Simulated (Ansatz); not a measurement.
Consider the ligand exchange at the Si–Br bond: `CO[SiH](Br)OC` + HCl → `CO[SiH](Cl)OC` + HBr.

Computed with Ansatz on PBE0-D4/def2-TZVP structures; ΔE is electronic, products minus reactants. CCSD(T)/CBS adds triple-zeta CCSD(T) − MP2 to the extrapolated MP2 energy (def2 sets, frozen cores). This one scheme is used for every species. DFT in def2-TZVPP. For Br outer-core shells are correlated without core-valence functions, which leaves a few kJ/mol of doubt a bond. Scalar relativity is left out up to krypton. Each species was taken in one conformer, which may not be the lowest.

`CO[SiH](Br)OC`:

```xyz
13

C    -1.037    1.651    1.792
O    -0.177    0.642    1.309
Si   -0.255   -0.037   -0.155
Br   -0.117    1.522   -1.744
O     1.010   -1.040   -0.238
C     1.390   -1.788   -1.373
H    -2.084    1.329    1.774
H    -0.938    2.567    1.202
H    -0.756    1.863    2.824
H    -1.542   -0.729   -0.390
H     1.671   -1.131   -2.201
H     2.251   -2.397   -1.097
H     0.584   -2.451   -1.704
```

HCl:

```xyz
2

Cl   -0.226    0.598    0.020
H     0.226   -0.598   -0.020
```

`CO[SiH](Cl)OC`:

```xyz
13

C    -0.933   -2.153    1.222
O    -0.965   -1.049    0.344
Si    0.178    0.088    0.228
Cl    2.007   -0.771   -0.171
O    -0.278    1.040   -0.996
C     0.469    2.122   -1.508
H    -0.871   -1.832    2.267
H    -0.083   -2.807    1.002
H    -1.856   -2.717    1.085
H     0.357    0.839    1.490
H    -0.124    2.598   -2.290
H     0.685    2.864   -0.732
H     1.414    1.778   -1.940
```

HBr:

```xyz
2

Br    0.087    0.156   -0.687
H    -0.087   -0.156    0.687
```

```json
{"level": "PBE0", "ΔE (kcal/mol)": "-1.2"}
{"level": "CCSD/def2-TZVPP", "ΔE (kcal/mol)": "-1.3"}
```

Task: What does CCSD(T)/CBS give? (Estimate.)

Result: Ansatz gave: -0.7 kcal/mol. The listed levels differ from it by -0.5, -0.6 kcal/mol.

Largest T1 diagnostic among the species: 0.011.

In def2-TZVPP, CCSD(T) changes the Hartree–Fock value by +0.8 kcal/mol (the triples alone add +0.1 kcal/mol) and MP2 by +1.2 kcal/mol.
